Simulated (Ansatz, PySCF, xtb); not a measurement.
Noncovalent pair: CH3F (SMILES CF) (first 5 atoms) with CH6Si (SMILES C[SiH3]); geometry from B3LYP-D3(BJ)/def2-TZVP, rigid monomers moved along the line of their centres of mass till F2···Si7 is 2.99 Å.
(charge 0, multiplicity 1):
```xyz
13

C     -0.682     0.493    -0.302
F      0.316    -0.271     0.299
H     -0.489     0.532    -1.374
H     -1.645     0.023    -0.105
H     -0.657     1.495     0.126
C      1.038    -0.950     3.199
Si    -0.365     0.290     3.160
H      1.903    -0.541     3.725
H      1.341    -1.206     2.184
H      0.734    -1.865     3.710
H     -0.786     0.645     4.540
H     -1.549    -0.260     2.456
H      0.041     1.542     2.476
```

Interaction energies are E(AB) − E(A) − E(B) at the monomers' geometry in the complex; basis-set methods are counterpoise corrected. Rows marked so take none.

Frozen-core correlation. Rows in STO-3G carry no dispersion term and start afresh at each structure.

The values were computed with Ansatz (a first-principles code); PySCF for STO-3G rows; xtb for the GFN methods. Each number belongs to the level named beside it.

**Question.** Estimate the interaction energy that HF/STO-3G (no counterpoise) returns for this input.

**Answer.** 1.4 kcal/mol

**Question.** Give the interaction energy at the level GFN-FF.

**Answer.** -0.3 kcal/mol

**Question.** Estimate the interaction energy that CCSD(T)/aug-cc-pV(D+d)Z returns for this input.

**Answer.** -0.6 kcal/mol
